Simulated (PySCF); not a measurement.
**Sound and unsound settings**

Molecule: SMILES C[C@](Cl)(CF)CCl, C₄H₇Cl₂F; geometry GFN2-xTB.

Molfile (atoms numbered from 1):
```
C4H7Cl2F
     RDKit          3D

 14 13  0  0  0  0  0  0  0  0999 V2000
   -0.9660   -1.1368   -0.1559 C   0  0  0  0  0  0  0  0  0  0  0  0
    0.0160    0.0090   -0.3633 C   0  0  2  0  0  0  0  0  0  0  0  0
    0.2936    0.2212   -2.1265 Cl  0  0  0  0  0  0  0  0  0  0  0  0
    1.3800   -0.3179    0.2482 C   0  0  0  0  0  0  0  0  0  0  0  0
    1.2394   -0.5478    1.5931 F   0  0  0  0  0  0  0  0  0  0  0  0
   -0.5557    1.3022    0.2076 C   0  0  0  0  0  0  0  0  0  0  0  0
    0.5063    2.6984   -0.1001 Cl  0  0  0  0  0  0  0  0  0  0  0  0
   -1.0970   -1.3134    0.9098 H   0  0  0  0  0  0  0  0  0  0  0  0
   -0.5843   -2.0441   -0.6172 H   0  0  0  0  0  0  0  0  0  0  0  0
   -1.9292   -0.8998   -0.5998 H   0  0  0  0  0  0  0  0  0  0  0  0
    2.0766    0.5168    0.1312 H   0  0  0  0  0  0  0  0  0  0  0  0
    1.7982   -1.2263   -0.1940 H   0  0  0  0  0  0  0  0  0  0  0  0
   -0.6580    1.2083    1.2897 H   0  0  0  0  0  0  0  0  0  0  0  0
   -1.5204    1.5298   -0.2451 H   0  0  0  0  0  0  0  0  0  0  0  0
  1  2  1  0
  2  3  1  6
  2  4  1  0
  4  5  1  0
  2  6  1  0
  6  7  1  0
  1  8  1  0
  1  9  1  0
  1 10  1  0
  4 11  1  0
  4 12  1  0
  6 13  1  0
  6 14  1  0
M  END
```

All runs: PySCF 2.14, non-relativistic, gas phase unless a solvent (IEF-PCM) is named; grid level 2, GIAOs and SCF threshold 1e-9 unless changed. The yardstick, PBE0/pcSseg-1, gives these isotropic shieldings σ (ppm, equivalent atoms averaged): C4 100.3, C6 129.6, Cl3 743.7, Cl7 869.9, H12 27.37, H14 28.14, H8/H9/H10 30.12.

Q: What do these inputs give? (1) BP86/pcSseg-1; aux def2-universal-jfit; max_cycle 60; (2) HCTH407/pcSseg-1; aux def2-qzvpp-jkfit

A: 
```
run    outcome  functions  wall time    C4     C6    Cl3    Cl7    H12    H14  H8/H9/H10
  1  converged        168       20 s  92.7  122.5  707.0  837.6  27.26  28.07      30.09
  2  converged        168       24 s  96.3  125.0  720.1  840.2  27.29  28.06      30.10
```

Times are on 1 thread of an Arm Neoverse V1, shared host.

Q: Comment on the technical settings.

A: 
- Run 1: The functional differs from the yardstick's, which in itself moves the values. The cycle limit changes the path of the SCF (10 cycles), not the solution, provided the same state is reached. The other auxiliary basis adds little: it changes only the density-fitting error.
- Run 2: The functional differs from the yardstick's, which in itself moves the values. The other auxiliary basis adds little: it changes only the density-fitting error.
